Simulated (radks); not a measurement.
The numbers below are computed, except where a source is named.
The nuclear charge of neutral gold is varied continuously with 79 electrons held in [Xe] 4f14 5d10 6s1. Level of theory: scalar-relativistic Kohn-Sham, PBEsol, spin-polarised, spherical densities, finite nucleus; open shells are filled with parallel spins first (spin-orbit coupling, left out, can overturn this in heavy ions); Fermi nuclear charge, rms radius 5.4371 fm (a radial shooting solver on a logarithmic mesh with Libxc functionals). By the Hellmann-Feynman theorem dE/dZ = E(electron-nucleus)/Z, the electronic potential at the nucleus (averaged over a nucleus of fixed radius). The scalar-relativistic energy here is not variational (the density holds large components alone), so the two differ by a part that grows with Z.

| Z | E (hartree) | E(electron-nucleus)/Z (hartree) | HOMO | e(HOMO) (eV) | <r> HOMO (bohr) |
|---|---|---|---|---|---|
| 78.75 | -18851.7954 | -595.495 | 5d | -4.182 | 1.653 |
| 79 | -19002.3744 | -598.457 | 6s | -6.130 | 2.837 |
| 79.25 | -19153.7103 | -601.420 | 6s | -8.208 | 2.735 |
| 79.5 | -19305.8040 | -604.386 | 6s | -10.411 | 2.646 |
| 79.75 | -19458.6563 | -607.355 | 6s | -12.730 | 2.566 |
| 80 | -19612.2683 | -610.328 | 6s | -15.159 | 2.494 |

The central difference of E at Z = 79 is -603.830 hartree, to compare with the third column; the second derivative is -12.1 hartree.
